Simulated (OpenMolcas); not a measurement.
Mo5+ (d1) in a complex was computed by CASSCF with the d shell active (OpenMolcas, ANO-RCC-VTZP on the metal). Its lowest spin-free states, and all those of the highest spin:

```csv
2S+1,Degeneracy,E (cm-1)
2,1,0.0
2,2,6125
2,1,17201
2,1,66915
```

**Question.** Is the site octahedral, tetrahedral or cube-like, axial, or of lower symmetry?

**Answer.** The states with 2S+1 = 2 have orbital degeneracies 1, 2, 1, 1. There are pairs but no triples, so the site is axial: not cubic, but with a proper or improper axis of order three or more. The run had Mo5+ with 4 ligands (fluoride) in square-planar coordination (D4h) at 1.77 Å. Ligand basis ANO-RCC-VDZP.

The least metal-like active orbital is 70 % on the metal (Löwdin) and no ligand orbital is active, so the numbers are rough. With metal d orbitals alone the field can be off either way by tens of per cent. Ligand-to-metal charge-transfer states are missing. No measured value stands beside these numbers; the geometry was imposed, not optimised, and the real ion may take another.
